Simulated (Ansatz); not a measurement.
Born–Oppenheimer molecular dynamics of AlFH₃NO (7 atoms, charge 0, multiplicity 1). It starts from a relaxed structure.

Computed with Ansatz 0.2.0, RKS PBE-D4/6-31G*.

* ensemble: NVT, Nosé–Hoover chain
* time step: 0.5 fs
* steps asked: 150
* set temperature: 2000 K
* thermostat: time constant 100 fs, chain length 3 (defaults)
* masses: H 3.016 u
* seed: 776400

First frame:

```xyz
7
Properties=species:S:1:pos:R:3
Al 0.033 0.050 -0.020
O -0.003 -0.447 1.626
H -0.856 -0.417 2.092
N 1.568 -0.011 -0.905
H 2.449 -0.309 -0.490
H 1.695 0.270 -1.875
F -1.353 0.582 -0.786
```

(1) How far do the bonds stretch over the last three quarters of this one trajectory? (Pairs bonded in most of those frames.)

Answers

(1) 
```
  bond  mean (Å)  spread (Å)  shortest  longest
Al1–O2     1.736       0.066      1.62     1.82
Al1–N4     1.796       0.103      1.61     1.96
Al1–F7     1.749       0.126      1.52     1.92
 O2–H3     0.980       0.028      0.93     1.02
 N4–H5     1.031       0.019      1.00     1.07
 N4–H6     1.030       0.019      1.00     1.06
```

Mean temperature of the second half: 1109 K. The conserved energy stayed within 0.29 meV per atom of its start (net change 0.065 meV per atom), so the integration is sound. The mean temperature of the second half is 45 % below the set value. A run of 0.075 ps of so small a system gives no equilibrium averages.

The run took 4.1 min on 1 thread of Arm Neoverse V2 (shared host), peak memory 0.12 GiB.
